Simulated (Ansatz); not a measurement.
`N[SiH2]S[SiH2]N`, charge 0, multiplicity 1.

Problem. Give a relaxed structure at PBE0-D4/def2-TZVP (Ansatz). (Best estimate.)

Solution. The calculation gave: 
Z-matrix (Å, degrees):
```
Si
S 1 2.149
N 1 1.711 2 112.7
H 1 1.484 2 108.6 3 -119.9
H 1 1.484 2 108.7 3 119.8
Si 2 2.149 1 99.4 3 178.9
H 3 1.008 1 119.4 2 -70.3
H 3 1.008 1 119.3 2 71.1
N 6 1.711 2 112.7 1 -178.8
H 6 1.484 2 108.7 1 61.4
H 6 1.484 2 108.6 1 -58.9
H 9 1.008 6 119.4 2 70.2
H 9 1.008 6 119.3 2 -71.2
```
Point group C2v.
This is one stationary point; other conformers may exist.
